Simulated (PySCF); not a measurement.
Job file and geometry (Å, from GFN2-xTB) of an NMR shielding run on `CC#CC/C(C)=C/B(F)F`, C₇H₉BF₂, GIAO PBE0/pcSseg-1 NMR shielding, non-relativistic, gas phase (PySCF 2.14.0, density-fitted response routines); density fitting, a coarse starting grid and PySCF grid level 2 are the driver's defaults:

```
$ OMP_NUM_THREADS=1 python probes_run.py task.json out

{"job": {"kind": "nmr", "xc": "PBE0", "basis": "pcSseg-1"}, "charge": 0, "multiplicity": 1}
C      3.511793    -0.958979    -0.105547
C      2.346214    -0.106185    -0.023755
C      1.394362     0.617585     0.051225
C      0.204180     1.449138     0.145142
C     -1.009425     0.554315     0.154081
C     -1.419239     0.064768    -1.192737
C     -1.606247     0.221417     1.309678
B     -2.812199    -0.701220     1.543620
F     -3.523501    -1.321597     0.612201
F     -3.250154    -0.945564     2.770820
H      4.372784    -0.457913     0.335981
H      3.733556    -1.192165    -1.146663
H      3.327569    -1.887376     0.434487
H      0.174179     2.123469    -0.715454
H      0.256108     2.043187     1.060567
H     -0.566401    -0.412774    -1.675403
H     -1.716949     0.909893    -1.814085
H     -2.241345    -0.638886    -1.141272
H     -1.185088     0.648138     2.213681
```

Q: What does the program print?

A: 
```
coarse grid: 16440 points
cycle   1  E = -495.9796673258  dE =  1.295e+00  |g| = 7.217e-01  |ddm| = 4.328e+00
cycle   2  E = -495.9477686451  dE =  3.190e-02  |g| = 9.013e-01  |ddm| = 1.229e+00
cycle   3  E = -496.0785699054  dE = -1.308e-01  |g| = 9.969e-02  |ddm| = 6.048e-01
cycle   4  E = -496.0801704790  dE = -1.601e-03  |g| = 5.113e-02  |ddm| = 1.334e-01
cycle   5  E = -496.0806871844  dE = -5.167e-04  |g| = 2.502e-02  |ddm| = 5.679e-02
cycle   6  E = -496.0808314607  dE = -1.443e-04  |g| = 3.396e-03  |ddm| = 1.960e-02
cycle   7  E = -496.0808338997  dE = -2.439e-06  |g| = 1.129e-03  |ddm| = 3.992e-03
final grid: 161224 points
cycle   8  E = -496.1497240475  dE = -6.997e-05  |g| = 8.588e-03  |ddm| = 5.490e-02
cycle   9  E = -496.1497184795  dE =  5.568e-06  |g| = 9.824e-03  |ddm| = 1.748e-02
cycle  10  E = -496.1497410973  dE = -2.262e-05  |g| = 1.797e-03  |ddm| = 9.599e-03
cycle  11  E = -496.1497418840  dE = -7.867e-07  |g| = 2.442e-04  |ddm| = 1.646e-03
cycle  12  E = -496.1497418945  dE = -1.056e-08  |g| = 1.321e-04  |ddm| = 2.913e-04
cycle  13  E = -496.1497418980  dE = -3.470e-09  |g| = 6.029e-05  |ddm| = 1.523e-04
cycle  14  E = -496.1497418989  dE = -8.550e-10  |g| = 1.175e-05  |ddm| = 5.163e-05
converged SCF energy = -496.1497418989

GIAO shielding tensors (ppm)
atom      isotropic    diamagn.    paramagn.     s11        s22        s33       span
  0 C      182.259     253.647     -71.388    174.809    175.254    196.715     21.906
  1 C      101.171     267.844    -166.673     16.879     24.035    262.598    245.719
  2 C      104.265     267.772    -163.507     16.773     20.798    275.223    258.450
  3 C      151.426     250.924     -99.497    138.606    142.445    173.227     34.621
  4 C        4.083     263.258    -259.176   -128.548    -15.634    156.430    284.979
  5 C      163.209     249.600     -86.392    145.585    160.130    183.910     38.326
  6 C       69.003     255.068    -186.065    -24.696     80.484    151.222    175.918
  7 B       76.616     193.847    -117.231     60.335     80.578     88.934     28.598
  8 F      262.122     470.816    -208.694    112.274    301.182    372.909    260.635
  9 F      247.448     465.586    -218.139     97.923    295.360    349.060    251.137
 10 H       29.736      26.410       3.326     24.533     27.773     36.902     12.370
 11 H       29.763      29.221       0.542     24.549     28.113     36.629     12.080
 12 H       29.758      31.290      -1.532     24.457     28.421     36.398     11.941
 13 H       28.830      30.874      -2.044     25.854     27.411     33.226      7.372
 14 H       28.609      31.674      -3.066     24.681     27.682     33.462      8.781
 15 H       29.281      32.350      -3.069     24.779     29.572     33.492      8.713
 16 H       30.079      29.683       0.395     26.331     28.095     35.810      9.479
 17 H       28.678      31.573      -2.895     23.018     28.672     34.343     11.325
 18 H       26.222      33.475      -7.252     23.877     23.932     30.858      6.981
```

Size and cost of the density-fitted run: 215 basis functions, 38 s wall time on 1 thread of an Arm Neoverse V1, shared host; peak memory 0.95 GiB.
